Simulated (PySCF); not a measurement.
C2H7NSi. Atoms are numbered in the order given.

```xyz
11

C     -0.4438     0.1252    -1.1607
N     -1.2480    -0.2691     0.0000
C     -0.4438     0.1252     1.1607
Si     1.0537    -0.0399     0.0000
H     -0.5517    -0.5423    -2.0309
H     -0.5924     1.1719    -1.5025
H     -2.2168     0.0442     0.0000
H     -0.5924     1.1719     1.5025
H     -0.5517    -0.5423     2.0309
H      2.1097     1.0190     0.0000
H      1.7051    -1.3828     0.0000
```

Coordinates come from a PBE0-D3(BJ)/def2-SVP optimisation.

The numbers are results of PBE/pcSseg-1 (PySCF), not measurements.

GIAO shieldings, no solvent; atoms listed in one row are averaged. δ = σ(ref) − σ: ¹³C against TMS (σ = 182.0 ppm); ¹⁵N against NH3 (σ = 267.0 ppm); ²⁹Si against TMS (σ = 335.4 ppm); ¹H against TMS (σ = 31.49 ppm), references at their B3LYP-D3(BJ)/def2-TZVP geometries, non-relativistic.

Computed chemical shifts:
```csv
nucleus,atoms,count,δ (ppm)
¹³C,"C1, C3",2,44.4
¹⁵N,N2,1,48.2
²⁹Si,Si4,1,-25.5
¹H,"H10, H11",2,5.24
¹H,"H6, H8",2,3.72
¹H,"H5, H9",2,3.37
¹H,H7,1,0.59
```
